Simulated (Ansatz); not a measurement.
**Two structures, one formula**

The two ends of one reaction step of GeH$_{4}$O, closed shell (PBE0-D4/def2-TZVP).

A:

Ge1  (0.399, 0.795, -1.002)
O2  (-0.651, -0.856, 0.066)
H3  (-0.527, -0.690, 1.006)
H4  (-0.502, 1.756, -0.103)
H5  (1.500, 0.687, 0.161)
H6  (-0.218, -1.693, -0.128)
(Å)

B:

Ge1  (0.011, 0.289, -1.030)
O2  (-1.125, -0.936, -0.378)
H3  (1.085, 0.685, 1.336)
H4  (-0.679, 1.477, -0.211)
H5  (1.639, 0.297, 1.007)
H6  (-0.930, -1.811, -0.724)
(Å)

Computed with Ansatz 0.2.0 (basis: def2-TZVPP); correlated methods freeze the cores. Filled d shells of the heavier atoms are correlated. The def2 sets are not built for correlating such inner shells, so the correlated values are less sure here. B3LYP uses VWN-RPA correlation.

Problem. Which structure is lower at CCSD(T), and by how much? (Judge from chemistry; the value comes from the calculation.)

Solution. Computed: B, by 2.34 kcal/mol (electronic energy, against the other). By their contacts, A is GeH₄O ([OH2][GeH2]) and B is a complex of GeH₂O ([OH][GeH]) + H₂.

Problem. Do the other methods give the same order? (Judge from chemistry; the calculation decides.)

Solution. Computed: Not all: SPW92 gives the other order.

```csv
method,E(B) − E(A) (kcal/mol)
SPW92,1.11
PBE-D4,-3.19
BLYP-D4,-6.08
r2SCAN-D4,-2.29
B97M-V,-1.18
PBE0-D4,-0.68
B3LYP-D4,-3.64
r2SCAN0-D4,-0.39
BHLYP-D4,-1.26
CAM-B3LYP-D4,-2.37
wB97X-V,-2.22
wB97M-V,-1.84
B2PLYP,-3.72
PBE-QIDH,-0.66
RPA on PBE,-3.30
HF,-0.24
MP2,-3.55
CCSD,-1.50
CCSD(T),-2.34
```

T1 diagnostic: at most 0.015.

Labels in which every atom is bracketed show which atoms are joined, not bond orders.

For scale, one of the runs: CCSD(T)/def2-TZVPP, 135 basis functions, launched by `ansatz run in.yaml --threads 2 --pin off --events-out ev --progress --plain --max-ram 4352MiB`. The run took 12 s on 2 CPU threads of an Intel Xeon Platinum 8175M (shared host), with 0.76 GiB of host memory at its peak.
